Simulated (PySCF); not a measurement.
GeOCl, SMILES [O]=[Ge][Cl], multiplicity 2. Atoms are numbered in the order given.

```xyz
3

Ge     0.3425    -0.4733     0.0000
O     -0.8926    -1.6076     0.0000
Cl    -0.2246     1.6475     0.0000
```
Charge 0, spin multiplicity 2.

The structure is a stationary point at B3LYP-D3(BJ)/def2-TZVP.

Calculation: PySCF with PBE/def2-TZVPD.

Isolated molecule, no solvent.

Computed frontier levels, dipole moment and polarisability:
- α spin, highest occupied and lowest empty level: -7.06 and -3.44 eV
- β spin, highest occupied and lowest empty level: -7.49 and -6.01 eV
- dipole moment: 2.41 D
- quadrupole, principal values (traceless, Buckingham form, about the centre of nuclear charge): -8.09, 3.78, 4.30 D·Å
- mean static polarisability: 52.6 bohr³ (7.80 Å³)
- polarisability, principal values: 38.9, 48.6, 70.4 bohr³
- ⟨S²⟩: 0.754 (pure state 0.75)
